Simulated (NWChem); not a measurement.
System: C$_{4}$H$_{2}$ClF; SMILES C#C/C(Cl)=C\F

### Question
Give the equilibrium geometry at B3LYP/6-31G* (spherical d) (NWChem) as an XYZ file, with the point group.

### Answer
point group Cs; any orientation.
```
8

C      2.4131     0.6607     0.0000
C      1.2474     0.3374     0.0000
C     -0.1047    -0.0721     0.0000
Cl    -0.4353    -1.8058     0.0000
C     -1.1550     0.7615     0.0000
F     -0.9842     2.0866     0.0000
H      3.4362     0.9617     0.0000
H     -2.1925     0.4481     0.0000
```
